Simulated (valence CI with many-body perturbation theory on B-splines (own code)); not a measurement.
## Which ion has this spectrum?

A relativistic CI+MBPT calculation for an atom or ion with 5 electrons gives these levels (eV):

```tsv
J	Parity	E	g
1/2	odd	0.00	0.66
3/2	odd	61.06	1.33
1/2	even	86.52	2.49
3/2	even	125.67	1.70
5/2	even	143.10	1.47
3/2	even	177.26	0.89
1/2	even	186.47	1.10
5/2	even	207.15	1.31
1/2	even	251.61	1.72
3/2	even	252.95	1.25
3/2	odd	279.81	1.56
3/2	odd	326.66	1.29
5/2	odd	338.80	1.19
1/2	odd	363.70	0.66
```

The energies are calculated, and their last digits are not significant.

Q: Which is it?
A. Kr31+
B. Se29+
C. Sr33+
D. Rb32+

A: A. Kr31+, ground level (2s^2 2p1/2) J=1/2.
